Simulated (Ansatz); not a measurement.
Sn₃⁺. Total charge 1; doublet. Geometry B3LYP-D4/def2-SVP; atoms count from 1.

Cartesian coordinates in Å:
```
Sn 0.192 1.955 -0.578
Sn -0.992 -0.107 0.946
Sn 0.801 -1.848 -0.368
```

In the def2 sets Sn takes a core potential; there is no spin–orbit coupling. At PBE0-D4/def2-TZVP a quartet of charge 1 lies 0.18 eV below the doublet, each at its own geometry. The structure comes from a short search, and lower isomers may exist.

(1) Estimate the Mulliken populations from the PBE0/def2-TZVP orbitals of Ansatz.

(2) Where does the spin sit?

(3) And the Mayer bond orders between bonded heavy atoms (over 0.3)?

Results:

(1) 
```tsv
atom	charge (e)	spin (α − β)
Sn1	0.44	0.25
Sn2	0.12	0.51
Sn3	0.44	0.25
```
Mulliken values and Mayer orders depend strongly on the basis.

(2) Summed by element: Sn 1.00, of 1 unpaired in all. Largest on single atoms: Sn2 0.51, Sn1 0.25, Sn3 0.25.

(3) Sn1–Sn2 1.30 (2.82 Å); Sn2–Sn3 1.30 (2.82 Å). Values over 0.3 also appear between atoms too far apart for a bond (Sn1–Sn3 0.74 at 3.86 Å); they arise where an orbital or an unpaired electron spreads over both atoms.
